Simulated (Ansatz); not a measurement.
C3H10BN can be A, `CCBNC`, or B, `CC(C)BN`.

Computed with Ansatz on PBE0-D4/def2-TZVP structures; ΔE is electronic, products minus reactants. CCSD(T)/CBS adds triple-zeta CCSD(T) − MP2 to the extrapolated MP2 energy (def2 sets, frozen cores). Functionals use def2-TZVPP. Each species was taken in one conformer, which may not be the lowest.

Problem. Which isomer does CCSD(T)/CBS put lower? Give the gap. (Estimate.)

Solution. Computed: B, by 6.4 kcal/mol.

Problem. Give E(B) − E(A) in kcal/mol with PBE0-D4, MP2/def2-TZVPP, PBE-D4, CCSD(T)/def2-TZVPP, HF/def2-TZVPP, ωB97M-V, r2SCAN-D4. (Best estimate.)

Solution. Computed: PBE0-D4 -5.6, MP2/def2-TZVPP -7.2, PBE-D4 -5.3, CCSD(T)/def2-TZVPP -6.4, HF/def2-TZVPP -5.3, ωB97M-V -6.1, r2SCAN-D4 -5.8. None reverses the order clearly.

Largest T1 diagnostic: 0.011.

In def2-TZVPP, CCSD(T) changes the Hartree–Fock value by −1.1 kcal/mol (the triples alone add −0.1 kcal/mol) and MP2 by −1.9 kcal/mol.
